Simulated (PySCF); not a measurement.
C₆ coefficients of unlike pairs at BLYP

Calculated with PySCF 2.14 from the dipole response of each species, C₆(A,B) = (3/π) ∫ α_A(iu) α_B(iu) du, in atomic units, from isotropic polarisabilities. For ions this is the dispersion term alone; charge-induced terms of lower order in 1/R come first.

```tsv
species	configuration	basis	relativity	α (bohr³)	C₆ (like pair)
Ar	[Ar] (1S)	dyall-av3z (19s12p3d2f)	spin-free X2C	11.51	68.50
N(2+)	[He] 2s2 2p1 (2P)	aug-cc-pVDZ-DK (4s3p2d)	spin-free X2C	2.595	3.647
C+	[He] 2s2 2p1 (2P)	dyall-av3z (15s9p3d2f)	spin-free X2C	6.071	14.50
```

Question: Estimate C₆ for C+ with N(2+).

Answer: The integral gives 7.185. The combination rule 2 C_A C_B / (C_A α_B/α_A + C_B α_A/α_B) gives 7.180 and the geometric mean 7.272.

No spin-orbit coupling is included.

The other pairs:

```tsv
pair	C₆
C+, Ar	31.30
N(2+), Ar	15.78
```
